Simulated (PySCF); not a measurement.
C₃H₁₂Si₃, SMILES [SiH3][SiH2][SiH]1CCC1.

The structure is a stationary point at PBE0-D3(BJ)/def2-SVP. This is a generated structure with no PubChem entry under its InChIKey; it may be hypothetical. One conformer was computed; it need not be the lowest.

The numbers are results of HF/def2-TZVP in PySCF, not measurements.

```yaml
total_energy: -987.43148 hartree
point_group: Cs
highest_occupied_level: -9.95 eV
lowest_empty_level: 2.90 eV
orbital_gap: 12.85 eV
dipole_moment: 0.63 D
quadrupole, principal values (traceless, Buckingham form, about the centre of nuclear charge): -2.10, 0.75, 1.35 D·Å
```
